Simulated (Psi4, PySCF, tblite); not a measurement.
Intermolecular potential of C2H6O ··· H3B (SMILES COC and B). Monomers: optimised at B3LYP-D3(BJ) (def2-TZVP), held rigid. Orientation: lowest of the rigid-body minima from ten starts at GFN2-xTB (searched outside a hard wall at short contacts). R is the distance of the centres of mass, along which the second monomer moves. The shortest distances reach bonding range, where SAPT0 and rigid monomers are unreliable. The table gives interaction energies.

```json
[
 {"R / Å": "1.74", "A": "33.15", "B": "36.43", "C": "28.10"},
 {"R / Å": "1.94", "A": "3.80", "B": "2.80", "C": "-3.10"},
 {"R / Å": "2.12", "A": "-5.75", "B": "-8.06", "C": "-12.56"},
 {"R / Å": "2.34", "A": "-8.39", "B": "-11.35", "C": "-14.58"},
 {"R / Å": "2.57", "A": "-7.07", "B": "-10.49", "C": "-12.68"},
 {"R / Å": "2.71", "A": "-5.71", "B": "-9.29", "C": "-11.00"},
 {"R / Å": "3.04", "A": "-3.09", "B": "-6.42", "C": "-7.28"},
 {"R / Å": "3.37", "A": "-1.78", "B": "-4.24", "C": "-4.63"},
 {"R / Å": "3.84", "A": "-1.04", "B": "-2.25", "C": "-2.44"},
 {"R / Å": "4.53", "A": "-0.57", "B": "-0.75", "C": "-1.01"},
 {"R / Å": "5.54", "A": "-0.24", "B": "-0.19", "C": "-0.32"},
 {"R / Å": "6.81", "A": "-0.09", "B": "-0.07", "C": "-0.10"}
]
```

Energies in kcal/mol.

Task: Assign the columns to these levels of theory: GFN2-xTB run with tblite; PBE-D3(BJ)/def2-TZVP, counterpoise-corrected in Psi4 1.11; restricted B3LYP/6-31G*, spherical d, no counterpoise correction (PySCF).

Result: A is GFN2-xTB; B is RKS-B3LYP/6-31G*; C is PBE-D3(BJ)/def2-TZVP.
